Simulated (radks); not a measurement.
The numbers below are computed, except where a source is named.
Numerical settings for the mercury ion Hg12+, [Xe] 4f14. Code: a radial shooting solver on a logarithmic mesh with Libxc functionals. Model: scalar-relativistic Kohn-Sham, SCAN, spin-polarised, spherical densities, finite nucleus; meta-GGA in the generalised Kohn-Sham scheme; Fermi nuclear charge, rms radius 5.4648 fm. The defaults (mesh step 0.008 in ln r, mesh end at 40 bohr or more with all orbitals vanishing there, Anderson mixing 0.5 over 9 steps, residual threshold near 1e-9 with the energy settled to 1e-9 hartree or 1e-11 of itself, here a cap of 69 iterations) give E = -19579.696 hartree and 5p at -272.47 eV in 12 iterations. Run on one thread of a shared host, so times are rough (Arm Neoverse N1): 0.3 s of CPU time, 0.3 s wall, 12 iterations on 2189 mesh points. Changes against that run (0 stands for a change within the tolerance of the run):

| setting | iterations | converged | E (mhartree) | e(5p) (meV) | CPU (s) |
|---|---|---|---|---|---|
| mesh step in ln r 0.03 | 13 | yes | +47.2 | +3.85 | 0.11 |
| mesh step in ln r 0.003 | 14 | yes | -0.00754 | 0 | 0.85 |
| mesh step in ln r 0.12 | 4 | no | diverged | - | 0.02 |
| mesh end (bohr) 8 | 12 | yes | +0.0716 | 0 | 0.29 |
| mesh end (bohr) 1 | 12 | level above zero | +7.55e+04 | +2.88e+05 | 0.23 |
| residual threshold 1e-16 | 69 | no | 0 | -0.0101 | 0.81 |
| residual threshold 1e-05 | 12 | yes | 0 | 0 | 0.3 |
| mixing 1 | 11 | yes | 0 | 0 | 0.28 |
| linear mixing, mixing 0.5 | 24 | yes | 0 | -0.0046 | 0.5 |
| linear mixing, mixing 0.05 | 69 | no | +4.33 | -2.51e+03 | 1.6 |
| mixing history 20 | 13 | yes | 0 | 0 | 0.32 |
| iteration cap 2 | 2 | no | +3.56e+04 | -1.36e+05 | 0.06 |

Settled on a wrong energy, with an occupied level pushed above zero by the early mesh end: mesh end (bohr) 1 (+75.5 hartree). Apart from these: settings that end as converged yet miss the energy by more than 1 mhartree: mesh step in ln r 0.03 (+0.0472 hartree). A mesh that ends early acts as a hard wall.
